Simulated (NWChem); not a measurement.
# LiCl; SMILES [Cl][Li]

```xyz
2

Li     0.0000     0.0000    -1.7123
Cl     0.0000     0.0000     0.3427
```
Atoms are numbered in this order, from 1.

The geometry was optimised at B3LYP/6-31G* (spherical d).

 Unshifted, non-relativistic core excitations; the lowest 4 roots alone, so stronger bands may lie above.

Q: List the first Cl K-edge excitations from PBE0/def2-TZVP, restricted-window TDA (NWChem).

A: 
| state | energy (eV) | dipole oscillator strength | leading excitation (squared amplitude) |
|---|---|---|---|
| S1 | 2762.0 | 0.0002 | 1s of atom 2 or its equivalents → LUMO (0.99) |
| S2 | 2763.9 | 0.0011 | 1s of atom 2 or its equivalents → LUMO+2 (0.93) |
| S3 | 2763.9 | 0.0011 | 1s of atom 2 or its equivalents → LUMO+1 (0.93) |
| S4 | 2765.2 | 0.0001 | 1s of atom 2 or its equivalents → LUMO+3 (0.96) |
